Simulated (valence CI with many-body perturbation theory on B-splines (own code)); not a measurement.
## Sensitivity of CI+MBPT for Si⁹⁺

Calculated by configuration interaction combined with many-body perturbation theory (CI+MBPT): three valence electrons over a frozen Dirac-Fock core [He], a basis of 6 s, 6 p, 5 d, 3 f, 1 g functions for each j, with the one-electron correlation potential Σ1, the two-electron term Σ2, the three-electron term Σ3, Breit, model QED; selected CI, second order for the rest, scaled by the run's own slope (own B-spline code, finite nucleus).

No measured levels were compared; by estimate levels of excited configurations hold to 0.05 to 0.15 % of their energy, terms of the ground configuration to about 0.5 %.

The reference run has the lowest level 2s2.2p 2P°_1/2 and an ionisation energy of 401.315 eV. Its largest variational space holds 4124 state functions.

Changed runs:
A. size limit of the variational space 10000 → 3000
B. scale of Σ1 1 → 0.9
C. cutoff of virtual states (hartree) 392 → 480
D. scale of Σ1 1 → 0 (bad on purpose)

Excitation energies of the reference run in cm⁻¹, and shifts in cm⁻¹:

```
                 Level  Reference     A       B        C       D
        2s2.2p 2P°_3/2       6987     0    -3.0     +1.1     -30
         2s.2p2 4P_1/2     160696     0    +106     +5.8   +1060
         2s.2p2 4P_3/2     163172     0    +105     +6.1   +1048
         2s.2p2 4P_5/2     166736     0    +103     +6.7   +1032
         2s.2p2 2D_3/2     288088  +0.1    +100     +6.4   +1004
         2s.2p2 2D_5/2     288108  +0.1    +100     +6.4   +1003
         2s.2p2 2S_1/2     368194     0     +97     +6.9    +967
         2s.2p2 2P_1/2     390466  +0.1    +104     +6.4   +1036
         2s.2p2 2P_3/2     394436  -0.1    +102     +6.9   +1023
           2p3 4S°_3/2     509116  +0.1    +214      +17   +2139
           2p3 2D°_3/2     575649  +0.1    +209      +17   +2086
           2p3 2D°_5/2     575672     0    +209      +17   +2084
Ionisation energy (eV)    401.315     0  -0.025  +0.0036  -0.255
```
